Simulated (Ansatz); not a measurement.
Ideal-gas functions of `F[B]1[NH][GeH2]1` at 800 K and 1 bar, from an Ansatz frequency run at PBE0-D4/def2-TZVP.

Molar mass 119.45 g/mol, point group Cs (symmetry number 1), electronic degeneracy 1, moments of inertia 34.388, 187.123, 215.133 u Å². Harmonic wavenumbers (cm⁻¹, unscaled): 271, 280, 468, 542, 580, 588, 592, 641, 873, 942, 1111, 1615, 2134, 2138, 3619.

Use S(trans) = R[1.5 ln M + 2.5 ln T − 1.1517]; rotational temperatures θ = 24.2544 K / I; S(rot) = R[ln(√π/σ · √(T³/θAθBθC)) + 1.5]; for each mode x = 1.438777 ν̃/T, S = R[x/(eˣ − 1) − ln(1 − e⁻ˣ)] and H = RT x/(eˣ − 1); 1 cm⁻¹ = 0.0119627 kJ/mol; R = 8.31446 J/(mol·K).

By hand: the entropy, in J/(mol·K).

Translation 189.0. Rotation: θ = 0.7053, 0.1296, 0.1127 K, giving 119.6. Vibration, mode by mode: 14.37, 14.11, 9.99, 8.85, 8.33, 8.23, 8.18, 7.58, 5.37, 4.86, 3.82, 1.87, 0.88, 0.88, 0.09, in all 97.4. Electronic 0.0. Sum 406.0 J/(mol·K).

By hand: H − E and G − E in kJ/mol, counted from the electronic energy.

Zero-point energy ½ × 16394 × 0.0119627 = 98.1; thermal vibration 42.9; translation, rotation and pV give 4 RT = 26.6. H − E = 167.6 kJ/mol, and G − E = 167.6 − 800 × 406.0/1000 = -157.2 kJ/mol.

Vibration gives 24 % of the entropy.
